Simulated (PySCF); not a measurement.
## A small calculation by hand: entropy of an ideal gas

BeF2, SMILES [F][Be][F].

Geometry: PBE0-D3(BJ)/def2-TZVP. The isomer is the one that the SMILES or the coordinates give; other isomers of the formula were not compared.

PBE0-D3(BJ)/def2-TZVP run with PySCF gives the harmonic wavenumbers 344, 344, 725, 1572 cm⁻¹ and the rotational temperature 0.3360 K. The molar mass is 47.01 g/mol, the symmetry number 2, the spin multiplicity 1.

Question: Work out the entropy at 298.15 K and 1 atm in the rigid-rotor, harmonic-oscillator model.

Answer: 
Translation (Sackur–Tetrode at 1 atm): S = R[1.5 ln M + 2.5 ln T − 1.16487] = 156.8 J/(mol K).
Rotation: q = T/(σ θ) = 444, S = R[ln q + 1] = 59.0 J/(mol K).
Vibration: with u = 1.4388 ν/T, each mode gives R[u/(e^u − 1) − ln(1 − e^−u)]:
```tsv
ν (cm⁻¹)	modes	u	S (J/(mol K))
344	2	1.66	9.99
725	1	3.50	1.16
1572	1	7.59	0.04
```
These are all the modes. Sum 11.2 J/(mol K).
Spin: R ln 1 = 0.0 J/(mol K).
Total 226.9 J/(mol K); the program's own thermochemistry gives 226.9. Translation makes up 69 % and vibration 5 %. Anharmonicity, hindered rotation and orbital degeneracy are left out.
